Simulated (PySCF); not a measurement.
# Static response to an electric field

Compound: CH3BF2.
Cartesian coordinates in Å at the PBE0-D3(BJ)/def2-SVP level; atoms count from 1:
```
atom  x, y, z in Å
C1    -0.4150    0.0359    0.5758
B2     0.5194   -0.0075   -0.6700
F3     0.9064    1.0793   -1.3166
F4     0.9678   -1.1562   -1.1500
H5    -0.6398    1.0569    0.9097
H6     0.0343   -0.5285    1.4082
H7    -1.3634   -0.4739    0.3379
```

Level: CAM-B3LYP/def2-SVPD (PySCF), static field, nuclei fixed, core orbitals frozen in the response. The polarisability tensor in these axes (au):

```
x   26.58 -0.08 -2.73
y   -0.08 28.20 -0.30
z   -2.73 -0.30 28.09
```

Question: Give the principal values, the mean and the anisotropy Δα = √{½[(α1 − α2)² + (α2 − α3)² + (α1 − α3)²]}.

Answer: Principal values 24.49, 28.20 and 30.19 au; mean 27.63 au = 4.09 Å³ = 4.56 × 10⁻⁴⁰ C²·m²/J; Δα = 5.01 au (18 % of the mean).

Question: What is the dipole moment, and where does it point?

Answer: (-1.04, 0.02, 1.38) D, 1.73 D in size, pointing from the negative to the positive side. Measured along this direction, the outermost atoms are F3 and F4 at the negative end and H5, H6 and H7 at the positive end.

Question: What would n − 1 = 2πNα be for an ideal gas of these molecules at 273.15 K and 1 atm, electronic part alone?

Answer: N = p/kT = 2.6868 × 10¹⁹ cm⁻³, so n − 1 = 2π × N × 4.09 × 10⁻²⁴ cm³ = 691 × 10⁻⁶ at long wavelengths, for an ideal gas.

Question: What depolarisation ratio follows for Rayleigh scattering of linearly polarised light, taking the static tensor?

Answer: ρ = 3Δα²/(45ᾱ² + 4Δα²) = 75.3/(34346 + 100.4) = 0.00219.

Question: What molar refraction does this α imply?

Answer: Lorentz–Lorenz: R = (4π/3)N_A α = 2.5225 cm³/(mol·Å³) × 4.09 Å³ = 10.3 cm³/mol, in the limit of long wavelengths.

Geometry: PBE0-D3(BJ)/def2-SVP; no solvent, vibrations or thermal averaging.

The run behind these numbers computed excited states and ΔSCF ions as well. Hardware: an x86-64 server with one thread, on a shared host. Cost: 20 s of wall time.
